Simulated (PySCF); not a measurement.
This PySCF input asks for the NMR shieldings of SMILES Fc1cc[n+]([AlH3-])cc1, C₅H₇AlFN; the geometry comes from GFN2-xTB.

```python
import basis_set_exchange as bse
import numpy as np
from pyscf import gto, dft
from pyscf.prop import nmr

atoms = """
F    -3.450110    0.359172   -0.016290
C    -2.120789    0.256947    0.007194
C    -1.532196   -0.974968    0.266115
C    -0.152511   -1.021153    0.274374
N     0.596406    0.047024    0.053313
Al    2.541481   -0.405992   -0.061758
C     0.030610    1.216883   -0.192154
C    -1.342754    1.380839   -0.228152
H    -2.137787   -1.848237    0.446020
H     0.405509   -1.930367    0.462027
H     3.126868    1.039331   -0.260141
H     2.421243   -1.361543   -1.311852
H     2.691242   -1.119053    1.335508
H     0.717679    2.033808   -0.363061
H    -1.799305    2.335298   -0.433055
"""
names = dict.fromkeys(["F", "C", "N", "Al", "H"], "pcSseg-1")
basis = {el: gto.basis.parse(bse.get_basis(n, elements=[el], fmt="nwchem")) for el, n in names.items()}
mol = gto.M(atom=atoms, basis=basis, charge=0, verbose=0)
mf = dft.RKS(mol, xc="PBE0")
mf.grids.level = 2
mf.grids.alignment = dft.numint.BLKSIZE   # the property module wants whole blocks of grid points
mf.conv_tol = 1e-9
mf.kernel()

calc = nmr.RKS(mf)   # GIAO
C = mf.mo_coeff
Co = C[:, mf.mo_occ > 0]
resp = mf.gen_response(singlet=True, hermi=2)
def vind(x):   # induced exchange potential for any number of trial vectors
    d = np.einsum("pi,xij,qj->xpq", C, 2 * x.reshape(-1, C.shape[1], Co.shape[1]), Co, optimize=True)
    return np.einsum("xpq,pi,qj->xij", resp(d - d.transpose(0, 2, 1)), C, Co, optimize=True).ravel()
mo1, _ = nmr.rhf.solve_mo1(calc, with_cphf=vind)
sigma = calc.kernel(mo1)
for i, s in enumerate(sigma):   # ppm
    print("%2d %-2s %9.2f" % (i, mol.atom_pure_symbol(i), np.trace(s) / 3))
```

Q: What are the results?

A: 
```
 0 F     262.60
 1 C       5.12
 2 C      68.56
 3 C      26.84
 4 N     -10.83
 5 Al    415.05
 6 C      30.76
 7 C      68.08
 8 H      24.27
 9 H      22.33
10 H      27.28
11 H      27.17
12 H      27.05
13 H      22.61
14 H      24.29
```

These numbers come from an equivalent density-fitted implementation of the same equations, which agrees with the script to about 0.01 ppm for H and up to a few tenths of a ppm for heavy atoms, so last digits may differ.

Size and cost of the density-fitted run: 178 basis functions, 23 s wall time on 1 thread of an Arm Neoverse V1, shared host; peak memory 0.8 GiB.
